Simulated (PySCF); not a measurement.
**Two-photon absorption: `N#CC=C=C(C#N)C(F)(F)F`, C6HF3N2**

Cartesian coordinates in Å; atom numbers follow the order of the lines, from 1:
```xyz
12

N     3.3186    1.3698    1.5034
C     2.6758    0.6424    0.8713
C     1.9098   -0.2750    0.0904
C     0.6408   -0.0966   -0.1834
C    -0.6347    0.0544   -0.4609
C    -1.0723    0.7412   -1.6367
N    -1.4437    1.2937   -2.5842
C    -1.7078   -0.5117    0.4599
F    -2.5418    0.4480    0.8382
F    -2.4085   -1.4447   -0.1753
F    -1.1615   -1.0543    1.5388
H     2.4217   -1.1695   -0.2901
```

Computed with TDDFT CAM-B3LYP/aug-cc-pVDZ excited states, vertical, gas phase (PySCF 2.14.0). Geometry: PBE0-D3(BJ)/def2-SVP.

(1) Give the one- and two-photon strengths of the lowest singlets.

## Answers

(1) δ for parallel linear polarisation; σ at the peak of a Lorentzian of half width 0.1 eV, single beam; Ω is circular over linear.
| state | E (eV) | f | photon λ (nm) | δ (au) | σ (GM) | Ω | main |
| --- | --- | --- | --- | --- | --- | --- | --- |
| S1 | 5.23 | 0.001 | 474 | 0.15 | 0.00 | 1.49 | HOMO→LUMO+1 0.63, HOMO−1→LUMO 0.29 |
| S2 | 5.42 | 0.000 | 457 | 0.31 | 0.00 | 1.15 | HOMO−1→LUMO 0.62, HOMO→LUMO+1 0.28 |
| S3 | 6.28 | 0.362 | 395 | 19.8 | 0.29 | 0.88 | HOMO→LUMO 0.84 |
| S4 | 6.32 | 0.069 | 393 | 1.38 | 0.02 | 0.52 | HOMO−2→LUMO 0.70, HOMO−3→LUMO 0.13 |
| S5 | 6.34 | 0.428 | 391 | 23.4 | 0.34 | 0.66 | HOMO−1→LUMO+1 0.75 |
| S6 | 6.51 | 0.000 | 381 | 0.43 | 0.01 | 1.42 | HOMO−3→LUMO+1 0.64, HOMO−2→LUMO+1 0.25 |

Among these, the strongest one-photon state is S5, the strongest two-photon state S5, with a dipole change of 1.5 D (relaxed, norm of the difference vector).
